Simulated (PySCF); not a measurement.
Computed shifts of a molecule C₄H₁₀BN, B3LYP/pcSseg-1 run with PySCF, GIAO, gas phase, equivalent atoms averaged, in ppm (number of nuclei): ¹³C: 164.5 (1), 128.5 (1), 28.9 (1), 6.6 (1). ¹⁵N: 108.5 (1). ¹H: 5.66 (2), 4.00 (1), 3.76 (1), 2.17 (3), 0.72 (3). References: ¹³C against TMS (σ = 181.3 ppm); ¹¹B against BF3 (σ = 86.3 ppm); ¹⁵N against NH3 (σ = 265.5 ppm); ¹H against TMS (σ = 31.68 ppm), references at their B3LYP-D3(BJ)/def2-TZVP geometries, non-relativistic. Coordinates come from a TPSSh-D3(BJ)/def2-SVP optimisation. One conformer was computed; it need not be the lowest.

**Question.** Which molecule gave these data?
A. C=CCB(C)N
B. CC1CB(N)C1
C. C/C=C/B(C)N
D. C=C(C)B(C)N

**Answer.** D, C=C(C)B(C)N
